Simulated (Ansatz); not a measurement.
Relaxation of ClH$_{7}$OSi$_{2}$ (11 atoms, charge 0, multiplicity 1), to a largest force component of 0.03 eV/Å in at most 50 steps.

All numbers below come from RKS PBE0-D4/def2-SVP (Ansatz).

```xyz
11
Properties=species:S:1:pos:R:3:forces:R:3
Si 0.091 -0.486 -0.495 0.15 -0.36 0.00
O 0.172 0.076 2.334 0.55 -0.63 0.20
Si -1.220 -0.246 3.212 -0.06 0.06 0.02
H -2.164 -1.125 2.456 0.02 -0.01 -0.01
H -0.891 -0.907 4.513 0.02 -0.01 -0.02
H -1.874 1.066 3.470 0.00 0.00 -0.02
H 1.103 0.565 -0.222 -0.02 0.00 0.01
H -1.279 -0.139 -0.043 -0.02 0.00 0.00
H 0.065 -0.776 -1.958 -0.01 0.00 0.00
Cl 0.707 -2.305 0.395 -0.12 0.39 -0.11
H 0.830 -0.653 2.357 -0.53 0.57 -0.09
```

Where does it end, and by what steps?

The run converged. After 8 steps the energy has fallen by 0.041 eV; O2 moved furthest, 0.21 Å.

```json
{"step": "0", "energy less start (eV)": "0.0000", "largest force component (eV/Å)": "0.631", "accepted": "yes"}
{"step": "1", "energy less start (eV)": "-0.0252", "largest force component (eV/Å)": "0.298", "accepted": "yes"}
{"step": "2", "energy less start (eV)": "-0.0340", "largest force component (eV/Å)": "0.181", "accepted": "yes"}
{"step": "3", "energy less start (eV)": "-0.0373", "largest force component (eV/Å)": "0.185", "accepted": "yes"}
{"step": "4", "energy less start (eV)": "-0.0393", "largest force component (eV/Å)": "0.149", "accepted": "yes"}
{"step": "5", "energy less start (eV)": "-0.0396", "largest force component (eV/Å)": "0.129", "accepted": "yes"}
{"step": "6", "energy less start (eV)": "-0.0402", "largest force component (eV/Å)": "0.087", "accepted": "yes"}
{"step": "7", "energy less start (eV)": "-0.0406", "largest force component (eV/Å)": "0.043", "accepted": "yes"}
{"step": "8", "energy less start (eV)": "-0.0409", "largest force component (eV/Å)": "0.025", "accepted": "yes"}
```

```xyz
11
Properties=species:S:1:pos:R:3
Si 0.106 -0.491 -0.604
O 0.235 0.037 2.527
Si -1.215 -0.233 3.309
H -2.132 -1.085 2.489
H -1.015 -0.907 4.629
H -1.832 1.104 3.521
H 1.047 0.624 -0.333
H -1.274 -0.191 -0.141
H 0.097 -0.823 -2.056
Cl 0.791 -2.205 0.381
H 0.733 -0.760 2.298
```

Whether the end is a true minimum wasn't checked by a vibrational analysis.

Run time: 8.7 s on 2 threads of AMD EPYC 9R45 96-Core Processor (Zen 5), with other jobs on the host, peak memory 0.24 GiB.
